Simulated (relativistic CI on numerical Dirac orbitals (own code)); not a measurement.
**Electric-dipole transitions in Tc7+**

These numbers are calculated, not measured: Dirac-Coulomb-Breit CI, KLI orbitals optimised for each configuration, QED by a radiative potential, unscaled Slater integrals (own radial code, finite nucleus).

CI space (outside the closed core [Ar] 3d10): 4s2 4p6, 4s2 4p5 4d, 4s 4p6 4d, 4s2 4p5 4f, 4s2 4p5 5s, 4s 4p6 4f, 4s2 4p5 5p, 4s2 4p5 5d, 4s 4p6 5s, 4s2 4p5 6s, 4s2 4p5 6p, 4s 4p6 5p, 4s2 4p5 5f, 4s2 4p5 5g, 4s2 4p5 6d, 4s2 4p5 7s, 4s2 4p5 7p, 4s2 4p5 6f, 4s 4p6 5d, 4p6 4d2, 4p5 4d3, 4p5 4d2 4f, 4p5 4d2 5s, 4p5 4d2 5p, 4p6 4f2, 4p5 4d 4f2, 4p5 4f3, 4p5 4f2 5s, 4p5 4f2 5p. Double excitations out of closed p, d and f shells are left out; levels of such configurations are missing from the list, as are those of other unlisted configurations, and high levels can miss mixing partners. These lack a partner that the ground configuration has and come out too high: 4s2 4p5 5d, 4s2 4p5 6s, 4s2 4p5 6p, 4s2 4p5 5f, 4s2 4p5 5g.

```
λ vac (nm)                  Lower                   Upper   A (s⁻¹)  E lower (eV)  E upper (eV)
    20.829       4s2 4p6 1S_0 [1]   4s2 4p5 4d 1P°_1 [13]  3.90e+11         0.000        59.525
    25.483   4s2 4p5 4d 3P°_0 [2]    4s2 4p5 4f 3D_1 [36]  5.46e+10        40.711        89.364
    25.707   4s2 4p5 4d 3P°_1 [3]    4s2 4p5 4f 3D_2 [37]  5.71e+10        41.201        89.430
    25.742   4s2 4p5 4d 3P°_1 [3]    4s2 4p5 4f 3D_1 [36]  5.18e+10        41.201        89.364
    26.225   4s2 4p5 4d 3P°_2 [4]    4s2 4p5 4f 3D_3 [38]  6.20e+10        42.196        89.472
    27.517   4s2 4p5 4d 3F°_3 [6]    4s2 4p5 4f 3G_4 [33]  5.91e+10        42.899        87.956
    27.553   4s2 4p5 4d 1D°_2 [9]    4s2 4p5 4f 3G_3 [40]  6.25e+10        46.693        91.691
    27.559   4s2 4p5 4d 3F°_4 [5]    4s2 4p5 4f 3G_5 [32]  6.62e+10        42.469        87.458
    27.562   4s2 4p5 4d 3F°_2 [7]    4s2 4p5 4f 3G_3 [34]  5.40e+10        43.732        88.716
    27.613  4s2 4p5 4d 3D°_2 [11]    4s2 4p5 4f 3D_3 [42]  6.67e+10        47.664        92.565
    28.216  4s2 4p5 4d 1F°_3 [12]    4s2 4p5 4f 3F_4 [41]  6.25e+10        48.075        92.016
    28.402   4s2 4p5 4d 3D°_3 [8]    4s2 4p5 4f 3F_4 [35]  5.85e+10        45.518        89.171
    35.280   4s2 4p5 4d 3F°_4 [5]     4s 4p6 4d 3D_3 [20]  1.47e+10        42.469        77.612
    45.207   4s2 4p5 4f 3G_5 [32]   4s2 4p5 5g 3H°_6 [87]  2.32e+10        87.458       114.884
    45.985   4s2 4p5 4f 3G_4 [33]   4s2 4p5 5g 1H°_5 [88]  1.97e+10        87.956       114.918
    46.785   4s2 4p5 4f 3F_4 [41]  4s2 4p5 5g 3H°_5 [106]  2.17e+10        92.016       118.517
    47.596   4s2 4p5 4f 3F_4 [35]   4s2 4p5 5g 3G°_5 [94]  1.88e+10        89.171       115.220
    76.266   4s2 4p5 5p 3D_2 [22]   4s2 4p5 5d 3F°_3 [48]  7.96e+09        79.213        95.470
    79.330   4s2 4p5 5p 3D_3 [23]   4s2 4p5 5d 3F°_4 [47]  8.40e+09        79.807        95.436
    80.400  4s2 4p5 5d 3F°_4 [47]    4s2 4p5 5f 3G_5 [69]  1.02e+10        95.436       110.857
```

Terms are leading LS components. Brackets give the number of a level in order of energy, since labels repeat. The list gives strong lines, with weight on those to low levels, without lines whose two gauges differ by over a factor of 2.5, among the lowest 145 of 2501 levels, so that lines to higher ones, which can be the strongest, are missing. Levels whose partners in the same complex of configurations lie outside the list can be far off, and so can their lines. Rates are taken at the computed energies, electric ones in the length gauge.

At this charge configurations can still be misplaced by up to about 7 % of their energy.

LS names give the leading component of a level, which can be under half, so a name can repeat, a term be missing and a line seem to break the LS rules.
